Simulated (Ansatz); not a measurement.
Basis-set series for C₂H₅B₂Cl. Charge 0, multiplicity 1. The bonds changed during the relaxation, so this is another structure than the one it started from. Geometry: relaxed with PBE0-D4/def2-TZVP.

Cartesian coordinates in Å:
```
C 1.2877 -0.0595 1.0235
B 0.1472 0.3067 0.0337
B -0.3928 0.1961 -1.4691
C -1.2930 -0.0674 -0.0468
Cl -2.1323 1.0643 -1.2009
H 1.5993 0.8686 1.5202
H 2.1753 -0.4483 0.5204
H 0.9841 -0.7514 1.8129
H -0.3557 -0.3343 -2.5300
H -2.0199 -0.7747 0.3362
```

```
functional       basis  functions  energy (Eh)  HOMO (eV)  LUMO (eV)
   PBE0-D4  def2-TZVPP        236   -588.78394      -6.70      -1.00
   PBE0-D4  def2-QZVPP        448   -588.80510      -6.72      -1.07
   ωB97M-V  def2-TZVPP        236   -589.00639      -8.88       1.06
   ωB97M-V  def2-QZVPP        448   -589.02616      -8.90       0.89
```

(1) Give the rows for def2-SVP. (Best estimate.)

Answers

(1) Computed: 
| functional | basis | functions | energy (Eh) | HOMO (eV) | LUMO (eV) |
| --- | --- | --- | --- | --- | --- |
| PBE0-D4 | def2-SVP | 99 | -588.48359 | -6.64 | -0.83 |
| ωB97M-V | def2-SVP | 99 | -588.70072 | -8.80 | 1.33 |

Positive LUMOs are unbound and depend on the basis.
